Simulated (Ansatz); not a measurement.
Reaction (hydrogenolysis of a C–F bond): `OC1(F)[SiH2]S1` + H₂ → `OC1[SiH2]S1` + H–F

Gas-phase electronic energies from Ansatz, PBE0-D4/def2-TZVP geometries. CCSD(T)/CBS is the MP2 limit (def2-TZVPP, def2-QZVPP) plus CCSD(T) − MP2 in def2-TZVPP, frozen cores. This one scheme is used for every species. One conformer a species, not always the lowest.

```json
{"species": "`OC1(F)[SiH2]S1`", "HF/def2-SVP energy (Eh)": "-899.96036"}
{"species": "H₂", "HF/def2-SVP energy (Eh)": "-1.12893"}
{"species": "`OC1[SiH2]S1`", "HF/def2-SVP energy (Eh)": "-801.18798"}
{"species": "H–F", "HF/def2-SVP energy (Eh)": "-99.93236"}
```

Question: Work out ΔE.

Answer: ΔE = (-801.18798) + (-99.93236) − (-899.96036) − (-1.12893) = -0.03105 Eh = -19.5 kcal/mol. CCSD(T)/CBS gives -21.0 kcal/mol.

Largest T1 diagnostic among the species: 0.014.

From PBE to PBE0 (25 % exact exchange), in def2-TZVPP and without D4, ΔE moves by −2.3 kcal/mol. Leaving LDA and LC-ωPBE aside and taking each functional with its dispersion term where it has one, the values, not all of them listed here, spread over 5.2 kcal/mol, from PBE-QIDH to BLYP-D4. LDA lies +1.8 kcal/mol from PBE without D4.
